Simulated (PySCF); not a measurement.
PySCF input (M06-2X/def2-TZVPD):

```python
from pyscf import gto, scf, dft

mol = gto.M(
    atom='''
    C    -2.33940638   -0.19896467    0.00707298
    C    -1.04142932    0.21915911    0.06988788
    C     0.15191927   -0.51386040   -0.11470472
    C     1.41580073    0.05657221   -0.01812593
    N     2.48809721    0.52295882    0.06000096
    H    -3.15695068    0.49041244    0.17413273
    H    -2.59840437   -1.23043960   -0.21106744
    H    -0.88897031    1.27545564    0.29569869
    H     0.10633907   -1.57357774   -0.34355194
    ''',
    basis='def2-tzvpd',
    charge=-1,
    spin=0,
    verbose=4,
)

mf = dft.RKS(mol, xc='m062x').density_fit(auxbasis='def2-universal-jkfit')
mf.grids.level = 4
mf.conv_tol = 1e-9
mf.max_cycle = 100
mf.max_memory = 1500
mf.kernel()
if not mf.converged:
    mf = mf.newton()
    mf.kernel(mf.make_rdm1())
mf.analyze()
```

Output:

```
PySCF version 2.14.0

[INPUT] verbose = 4
[INPUT] num. atoms = 9
[INPUT] num. electrons = 36
[INPUT] charge = -1
[INPUT] spin (= nelec alpha-beta = 2S) = 0
[INPUT] symmetry False subgroup None
[INPUT] Mole.unit = angstrom
[INPUT] Symbol           X                Y                Z      unit          X                Y                Z       unit  Magmom
[INPUT]  1 C     -2.339406380000  -0.198964670000   0.007072980000 AA   -4.420837352260  -0.375988734764   0.013365995085 Bohr   0.0
[INPUT]  2 C     -1.041429320000   0.219159110000   0.069887880000 AA   -1.968016192892   0.414150695603   0.132068952626 Bohr   0.0
[INPUT]  3 C      0.151919270000  -0.513860400000  -0.114704720000 AA    0.287085813344  -0.971055422259  -0.216760505995 Bohr   0.0
[INPUT]  4 C      1.415800730000   0.056572210000  -0.018125930000 AA    2.675475626659   0.106905983161  -0.034253043453 Bohr   0.0
[INPUT]  5 N      2.488097210000   0.522958820000   0.060000960000 AA    4.701822298194   0.988248944226   0.113385381611 Bohr   0.0
[INPUT]  6 H     -3.156950680000   0.490412440000   0.174132730000 AA   -5.965772173959   0.926745199680   0.329063169023 Bohr   0.0
[INPUT]  7 H     -2.598404370000  -1.230439600000  -0.211067440000 AA   -4.910272620173  -2.325193856819  -0.398859655413 Bohr   0.0
[INPUT]  8 H     -0.888970310000   1.275455640000   0.295698690000 AA   -1.679910418770   2.410261843632   0.558789539493 Bohr   0.0
[INPUT]  9 H      0.106339070000  -1.573577740000  -0.343551940000 AA    0.200951718641  -2.973630964312  -0.649219076163 Bohr   0.0

nuclear repulsion = 131.189735681234
number of shells = 85
number of NR pGTOs = 304
number of NR cGTOs = 221
basis = def2-tzvpd
ecp = {}

******** <class 'pyscf.df.df_jk.DFRKS'> ********
method = DFRKS
initial guess = minao
damping factor = 0
level_shift factor = 0
DIIS = <class 'pyscf.scf.diis.CDIIS'>
diis_start_cycle = 1
diis_space = 8
diis_damp = 0
SCF conv_tol = 1e-09
SCF conv_tol_grad = None
SCF max_cycles = 100
direct_scf = False
XC library pyscf.dft.libxc version 7.1.2
    S. Lehtola, C. Steigemann, M. J. T. Oliveira, and M. A. L. Marques,  SoftwareX 7, 1–5 (2018)
XC functionals = m062x
    Y. Zhao and D. G. Truhlar,  Theor. Chem. Acc. 120, 215 (2008)
    Y. Zhao and D. G. Truhlar,  Theor. Chem. Acc. 120, 215 (2008)
radial grids:
    Treutler-Ahlrichs [JCP 102, 346 (1995); DOI:10.1063/1.469408] (M4) radial grids

becke partition: Becke, JCP 88, 2547 (1988); DOI:10.1063/1.454033
pruning grids: <function nwchem_prune>
grids dens level: 4
symmetrized grids: False
atomic radii adjust function: <function treutler_atomic_radii_adjust>
small_rho_cutoff = 0
Set gradient conv threshold to 3.16228e-05
Initial guess from minao.
tot grids = 205144
******** <class 'pyscf.df.df.DF'> ********
auxbasis = def2-universal-jkfit
init E= -210.172987882641
[...]
cycle= 10 E= -209.559233944334  delta_E= -5.66e-10  |g|= 9.12e-06  |ddm|= 0.000179
  HOMO = -0.0323545886656049  LUMO = 0.147881569454429  gap/eV = 4.90448
Extra cycle  E= -209.559233944367  delta_E= -3.38e-11  |g|= 7.41e-06  |ddm|= 5.37e-05
converged SCF energy = -209.559233944367
**** SCF Summaries ****
Total Energy =                        -209.559233944367350
Nuclear Repulsion Energy =             131.189735681233913
One-electron Energy =                 -548.112340150514910
Two-electron Energy =                  207.363370524913677
Two-electron Coulomb Energy =          237.524296297363406
DFT Exchange-Correlation Energy =      -30.160925772449737
HOMO-LUMO gap [eV] =                     4.904475673365990
**** MO energy ****
MO #1   energy= -14.5364843559631  occ= 2
MO #2   energy= -10.3777832264164  occ= 2
MO #3   energy= -10.3729150961331  occ= 2
MO #4   energy= -10.337423631029   occ= 2
MO #5   energy= -10.3345476175963  occ= 2
MO #6   energy= -0.803245391960395 occ= 2
MO #7   energy= -0.704250080582888 occ= 2
MO #8   energy= -0.602613936009924 occ= 2
MO #9   energy= -0.468243093795216 occ= 2
MO #10  energy= -0.398701662725145 occ= 2
MO #11  energy= -0.3291650960647   occ= 2
MO #12  energy= -0.297534080383075 occ= 2
MO #13  energy= -0.245019655822966 occ= 2
MO #14  energy= -0.244187610453783 occ= 2
MO #15  energy= -0.240064786773952 occ= 2
MO #16  energy= -0.192302364176125 occ= 2
MO #17  energy= -0.171599434585025 occ= 2
MO #18  energy= -0.0323545886656049 occ= 2
MO #19  energy= 0.147881569454429  occ= 0
MO #20  energy= 0.16896306462481   occ= 0
MO #21  energy= 0.17012592129446   occ= 0
MO #22  energy= 0.203896179151906  occ= 0
MO #23  energy= 0.217350722681453  occ= 0
MO #24  energy= 0.231772354268314  occ= 0
MO #25  energy= 0.240124988842795  occ= 0
MO #26  energy= 0.265616473971289  occ= 0
MO #27  energy= 0.273888580478622  occ= 0
MO #28  energy= 0.293350527266011  occ= 0
MO #29  energy= 0.296113342226352  occ= 0
MO #30  energy= 0.30544135509313   occ= 0
MO #31  energy= 0.312313031069333  occ= 0
MO #32  energy= 0.327446099506689  occ= 0
MO #33  energy= 0.330061761355092  occ= 0
MO #34  energy= 0.346423091795928  occ= 0
MO #35  energy= 0.353672991605161  occ= 0
MO #36  energy= 0.35942811220636   occ= 0
MO #37  energy= 0.366822882071198  occ= 0
MO #38  energy= 0.37773514731616   occ= 0
MO #39  energy= 0.391725956761848  occ= 0
MO #40  energy= 0.39848710174643   occ= 0
MO #41  energy= 0.402857369910666  occ= 0
MO #42  energy= 0.404001116794437  occ= 0
MO #43  energy= 0.430778285291037  occ= 0
MO #44  energy= 0.446936785990798  occ= 0
MO #45  energy= 0.453004339505565  occ= 0
MO #46  energy= 0.46058990691205   occ= 0
MO #47  energy= 0.46815566936641   occ= 0
MO #48  energy= 0.477302447536326  occ= 0
MO #49  energy= 0.486011469406272  occ= 0
MO #50  energy= 0.504383933394822  occ= 0
MO #51  energy= 0.50766794950036   occ= 0
MO #52  energy= 0.512238088045347  occ= 0
MO #53  energy= 0.525455317228903  occ= 0
MO #54  energy= 0.532889318477366  occ= 0
MO #55  energy= 0.534176095877724  occ= 0
MO #56  energy= 0.541502573941305  occ= 0
MO #57  energy= 0.556060504170095  occ= 0
MO #58  energy= 0.561965834299869  occ= 0
MO #59  energy= 0.578914575331087  occ= 0
MO #60  energy= 0.592353709928071  occ= 0
MO #61  energy= 0.596658488340452  occ= 0
MO #62  energy= 0.607221717041586  occ= 0
MO #63  energy= 0.615998659492948  occ= 0
MO #64  energy= 0.624978344855741  occ= 0
MO #65  energy= 0.625924628068353  occ= 0
MO #66  energy= 0.661179893676377  occ= 0
MO #67  energy= 0.671845346267712  occ= 0
MO #68  energy= 0.684196685066906  occ= 0
MO #69  energy= 0.689556529635403  occ= 0
MO #70  energy= 0.707995779720755  occ= 0
MO #71  energy= 0.716084330153764  occ= 0
MO #72  energy= 0.722537712685224  occ= 0
MO #73  energy= 0.749474731736092  occ= 0
MO #74  energy= 0.761105739007649  occ= 0
MO #75  energy= 0.769453773268738  occ= 0
MO #76  energy= 0.785124451914209  occ= 0
MO #77  energy= 0.81864324085806   occ= 0
MO #78  energy= 0.834385611687517  occ= 0
MO #79  energy= 0.834705738345442  occ= 0
MO #80  energy= 0.852838548422276  occ= 0
MO #81  energy= 0.85969349364013   occ= 0
MO #82  energy= 0.888737317637553  occ= 0
MO #83  energy= 0.894034599747934  occ= 0
MO #84  energy= 0.915969935169182  occ= 0
MO #85  energy= 0.918962106567755  occ= 0
MO #86  energy= 0.925474794907102  occ= 0
MO #87  energy= 0.935683176776299  occ= 0
MO #88  energy= 0.94447342372599   occ= 0
MO #89  energy= 0.952904326551099  occ= 0
MO #90  energy= 0.984556002502013  occ= 0
MO #91  energy= 1.00268551162487   occ= 0
MO #92  energy= 1.00726055822455   occ= 0
MO #93  energy= 1.030050030928     occ= 0
MO #94  energy= 1.05761675798675   occ= 0
MO #95  energy= 1.07743160854289   occ= 0
MO #96  energy= 1.11646225975803   occ= 0
MO #97  energy= 1.12719343654873   occ= 0
MO #98  energy= 1.15847097736437   occ= 0
MO #99  energy= 1.19042220287228   occ= 0
MO #100 energy= 1.20689703764805   occ= 0
MO #101 energy= 1.22844025483843   occ= 0
MO #102 energy= 1.23809223487318   occ= 0
MO #103 energy= 1.27827772761681   occ= 0
MO #104 energy= 1.3350308281782    occ= 0
MO #105 energy= 1.36159680421359   occ= 0
MO #106 energy= 1.43992928804889   occ= 0
MO #107 energy= 1.45040300819303   occ= 0
[...]
```

It need not be the lowest isomer of its formula. Whether it binds its extra electron was not tested at this geometry.
